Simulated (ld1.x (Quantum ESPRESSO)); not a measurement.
## PBEsol PAW dataset for Zn, scalar-relativistic all-electron reference.

- Element: zinc
- Generator: ld1.x (Quantum ESPRESSO) 7.5
- Type: PAW
- Functional: PBEsol
- Relativity: scalar-relativistic
- Frozen core: [Ar]
- Valence charge: 12
- Reference configuration: 3d10 4s1.5 4p0 (charge +0.5)
- Partial waves: 4s (bound): rcut 1.40, rcutus 1.70 bohr; 4s channel at 1.3 Ry: rcut 1.40, rcutus 1.70 bohr; 4p (bound, empty): rcut 1.90, rcutus 2.60 bohr; 4p channel at 1.5 Ry: rcut 1.90, rcutus 2.60 bohr; 3d (bound): rcut 1.30, rcutus 1.70 bohr; 3d channel at 0.2 Ry: rcut 1.30, rcutus 1.70 bohr
- Local potential: all-electron potential smoothed inside 2.00 bohr (lloc = -1)
- Core correction: Bessel-smoothed model core, default radius (core density twice the valence density)
- Augmentation charge: PSQ, inside the norm-conserving radii

- Cutoffs needed: 40 Ry and 70 Ry (the cutoffs (Ry, on a coarse ladder) from which the occupation-weighted sum of valence levels, in a spherical-Bessel basis at the reference potential, stays within 10 and 1 mRy of its value at 400 Ry)
- Ghost test: no extra level below or beside the all-electron valence levels (s, p, d, f tested) (spherical-Bessel basis up to 400 Ry, 20 bohr box)
- Configuration tests: 2 of 7 tests not solved or not reliable; not counted: 3d8 4s0 4p0 (solver errors, printed error -1032 eV); 3d9 4s0 4p0 (solver errors, printed error -1224 eV)
- Lowest eigenvalue of the overlap operator: 0.17 (d channel)
- Density cutoff estimated by the generator: 249 Ry
